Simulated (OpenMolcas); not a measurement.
Fe+: effect of the active space

| Quantity | Value |
| --- | --- |
| Program | OpenMolcas |
| Method | SS-CASPT2, IPEA 0.25 Eh, imaginary shift 0.1 Eh |
| Basis | ANO-RCC-VQZP |
| Scalar Hamiltonian | DKH2, point nucleus |
| Spin-orbit coupling | state interaction with AMFI integrals over the reference wave functions, term energies averaged over their components |

A. 7 electrons in 6 orbitals (3d 4s); 2S+1 = 6 even, 6 roots; 2S+1 = 4 even, 40 roots kept (CI in the orbitals of an earlier block); 2S+1 = 2 even, 57 roots kept (CI in the orbitals of an earlier block); closed shells correlated: 3s 3p; CASPT2 step roughly 90 core-seconds
B. 7 electrons in 11 orbitals (3d 4s 4d); 2S+1 = 6 even, 5 roots; 2S+1 = 4 even, 12 roots kept (CI in the orbitals of an earlier block); closed shells correlated: 3s 3p; CASPT2 step roughly 8 core-minutes

Energies in cm-1 above 3d6 4s 6D 9/2, the measured ground level; measured values from NIST Handbook of Basic Atomic Spectroscopic Data.

```
        Level    A    B  Measured
3d6 4s 6D 9/2  0.0  0.0       0.0
3d6 4s 6D 7/2  387  352       385
3d6 4s 6D 5/2  676  627       668
3d6 4s 6D 3/2  878  824       863
3d6 4s 6D 1/2  997  942       977
```

Deviations, from unrounded energies. A percentage is the sum of absolute deviations over the sum of measured energies, with the sign that they share, or ± where signs differ.

| Against measurement | Levels | A | B |
| --- | --- | --- | --- |
| mean absolute deviation (cm-1) | 4 | 12 | 37 |
| fine structure of the ground term (%) | 4 | +1.6 | -5.1 |

A lies closest to measurement on these levels. The largest miss of A in the table is 3d6 4s 6D 1/2, by +20 cm-1. The ranking rests on the paired levels alone, and a cruder setting can come out closer through cancelling errors.

The spin-orbit steps hold different terms of 3d6 4s (B lacks among others 2D, 2F, 2G, 2H, 2I), which shifts levels as well.

Between A and B the level of the table that moves most is 3d6 4s 6D 1/2, by 55 cm-1 (lowest in B, highest in A). Moves below CASPT2's spread within the term are not significant.

Term energies are means over components that CASPT2 splits; among the terms shown or strongly mixed into the levels shown the widest spread is 24 cm-1 (3d6 4s 6D, A). Over all roots computed the reference weight is 0.88 to 0.93 in A; the roots of lowest weight are the least certain, and an intruder state may touch them. No level of 3d7 was computed, though it lies in the active space (holds for A). Active for correlation alone: 4d; no level in the range computed is led by a configuration that fills it, so any true level of that kind is missing (holds for B). Computed and measured levels are paired by configuration, term and J; levels that our copy of the source lacks, or whose pairing is in doubt (as where it misses far off the trend of its configuration), stay unpaired and out of the deviations. Only configurations of the active space appear. The table leaves out levels that lie high or whose names do not pair safely across all columns.
